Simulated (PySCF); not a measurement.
Simulation results for CH₅GeOSi

Calculation on a computer-drawn molecule: optimised geometry and harmonic frequencies of an isolated molecule of the commonest isotopes, restricted reference for singlets and unrestricted otherwise, frozen core in MP2; on germanium a core potential holds 10 electrons, which the energies leave out, and 3d is frozen in MP2 and coupled-cluster steps. Program: PySCF 2.14.0.

### CH₅GeOSi

Start structure:
```xyz
9
CH5GeOSi
O     -0.1786     1.9837    -1.0678
Ge    -0.9392     1.5847     0.4320
C     -0.2936    -0.0484     1.0049
Si    -0.6284    -0.8867     2.5832
H     -0.3967     2.7570    -1.6379
H     -1.8467     2.6595     0.9533
H      0.4647    -0.4879     0.3713
H     -0.0071    -2.1769     2.8460
H     -1.5442    -0.3629     3.5621
```

```
charge                                : 1
multiplicity                          : 1
method                                : HF
basis                                 : cc-pV(D+d)Z
basis and core potential on germanium : cc-pVDZ-PP ECP10MDF
rotational constants                  : ?
```

Drawn bonds:
```csv
atom,other atom,order
1,2,1
2,3,2
3,4,1
1,5,1
2,6,1
3,7,1
4,8,1
4,9,1
```

Questions
1. What rotational constants does the calculation give for CH₅GeOSi?

## Answers
1. 19.17, 1.607, 1.483 GHz

Further results for CH₅GeOSi:

```
total energy                                  : -697.6855 hartree
convergence status largest gradient component : 2.301e-05 hartree/bohr
```

Optimised structure:
```xyz
9
CH5GeOSi
O     -0.2314     2.0299    -1.1254
Ge    -0.8139     1.4972     0.3966
C     -0.1894    -0.0977     1.0019
Si    -0.6396    -0.8209     2.5024
H     -0.5245     2.8576    -1.4896
H     -1.7958     2.4160     1.0852
H      0.5150    -0.5989     0.3438
H     -0.1020    -2.1086     2.9361
H     -1.5882    -0.1526     3.3961
```

Modes:
```csv
frequency (cm⁻¹),reduced mass (dalton)
105.2,4.498
127.6,4.303
246,5.517
321.3,1.168
418.1,1.115
568.2,1.204
576.1,1.738
719.1,1.198
752.1,1.301
808.4,1.072
826.3,3.566
852.4,2.504
939.5,1.159
1007,1.41
1036,1.208
1253,2.293
2344,1.021
2411,1.03
2446,1.056
3327,1.088
4109,1.068
```
